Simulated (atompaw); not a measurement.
**Building the PAW (atompaw) potential for Li (Z = 3) (PBE, scalar-relativistic).**

lithium, PAW, made with atompaw 4.2.0.5 (PBE, scalar-relativistic). Core none, reference 1s2 2s0 2p1. Waves: 1s (bound); 2s (bound, empty); 2p (bound); 2p channel at 0.5 Ry. Local part: troulliermartins scheme with l = 2 at 1 Ry, radius 3.00 bohr. Core correction: none. Augmentation charge: sinc compensation charge, radius 2.90 bohr; PAW radius 3.00 bohr; waves and projectors: bloechl.

All-electron outer shells of the reference configuration (PBE, scalar-relativistic, ld1.x):

| shell | level (eV) | outermost node (bohr) | outermost maximum (bohr) |
| --- | --- | --- | --- |
| 1s | -53.36 | – | 0.36 |
| 2s | -3.35 | 0.83 | 3.12 |
| 2p | -1.56 | – | 3.86 |

Calculated quality:

| Property | Result |
| --- | --- |
| Cutoffs needed | 10 Ry and 15 Ry (the cutoffs (Ry, on a coarse ladder) from which the occupation-weighted sum of valence levels, in a spherical-Bessel basis at the reference potential, stays within 10 and 1 mRy of its value at 400 Ry) |
| Ghost test | no extra level below or beside the all-electron valence levels (s, p, d, f tested) (spherical-Bessel basis up to 400 Ry, 20 bohr box) |
| Lowest eigenvalue of the overlap operator | 0.05 (p channel) |
| Overlap eigenvalues printed by atompaw (projector basis) | 0.124, 4.56, 6.44, 57.7 |
| Share of each valence orbital outside the PAW sphere | 1s 0 %, 2s 67 %, 2p 78 % |

Generation and tests took about 1.3 s on one core of a shared server CPU.
